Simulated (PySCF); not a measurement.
First SCF of a structure search on singlet TeCl₃⁻, at a hand-made trigonal planar geometry. PySCF input:

```python
from pyscf import gto, scf, dft
mol = gto.M(atom='''
Te     0.000000     0.000000     0.000000
Cl     2.350000     0.000000     0.000000
Cl    -1.175000     2.035200     0.000000
Cl    -1.175000    -2.035200     0.000000''',
    basis={'Te': 'def2-SVPD', 'Cl': 'def2-SVPD'},
    ecp={'Te': 'def2-SVPD'},
    charge=-1, spin=0)
mf = dft.RKS(mol, xc='PBE0')
mf.grids.atom_grid = (50, 194)
aux = {'Te': 'def2-universal-JKFIT', 'Cl': 'def2-universal-JKFIT'}
mf = mf.density_fit(auxbasis=aux)
mf.conv_tol = 1e-08
mf.diis_space = 10
mf.max_cycle = 60
mf.init_guess = 'minao'
mf.verbose = 4
mf.kernel()
```

Excerpt of the output (cycles and frontier levels):

```
init E= -1620.02440329144
  HOMO = -0.712034031132726  LUMO = -0.653182947173422  gap/eV = 1.60142
cycle= 1 E= -1645.15749211707  delta_E= -25.1  |g|= 3.29  |ddm|=  9.4
cycle= 2 E= -1641.04847242226  delta_E= 4.11  |g|= 4.13  |ddm|=  111
  HOMO = -0.195621131167081  LUMO = -0.0550249500412256  gap/eV = 3.82582
cycle= 3 E= -1647.72063511296  delta_E= -6.67  |g|= 0.691  |ddm|=  111
  HOMO = -0.0371926126623335  LUMO = 0.109715214449188  gap/eV = 3.99757
cycle= 4 E= -1647.87152099446  delta_E= -0.151  |g|= 0.294  |ddm|=  1.2
  HOMO = -0.0461768864441738  LUMO = 0.106347894333029  gap/eV = 4.15041
cycle= 5 E= -1647.89176082294  delta_E= -0.0202  |g|= 0.124  |ddm|= 0.564
  HOMO = -0.0506709323851024  LUMO = 0.104174417287274  gap/eV = 4.21356
cycle= 6 E= -1647.89660329671  delta_E= -0.00484  |g|= 0.0304  |ddm|= 0.247
  HOMO = -0.0531391297467839  LUMO = 0.102668636542232  gap/eV = 4.23975
cycle= 7 E= -1647.89691038849  delta_E= -0.000307  |g|= 0.00372  |ddm|= 0.0528
  HOMO = -0.0536332882682618  LUMO = 0.102243905378  gap/eV = 4.24163
cycle= 8 E= -1647.89691419793  delta_E= -3.81e-06  |g|= 0.00101  |ddm|= 0.00686
  HOMO = -0.053568270265511  LUMO = 0.102333638502679  gap/eV = 4.24231
cycle= 9 E= -1647.89691447706  delta_E= -2.79e-07  |g|= 8.73e-05  |ddm|= 0.00184
  HOMO = -0.0535579892684632  LUMO = 0.102342564231462  gap/eV = 4.24227
cycle= 10 E= -1647.89691447992  delta_E= -2.86e-09  |g|= 3.36e-05  |ddm|= 0.000208
  HOMO = -0.0535605828855853  LUMO = 0.102339670903903  gap/eV = 4.24226
Extra cycle  E= -1647.89691448007  delta_E= -1.43e-10  |g|= 2.81e-05  |ddm|= 7.64e-05
converged SCF energy = -1647.89691448007
```

No lower solution of this spin was found by a stability analysis within the restricted form, which does not test spin polarisation.

The search for the lowest solution, with the stability check, took 8.2 s on 2 threads of a shared Arm Neoverse V1 host, with 116 basis functions; the process peaked at 0.41 GiB.
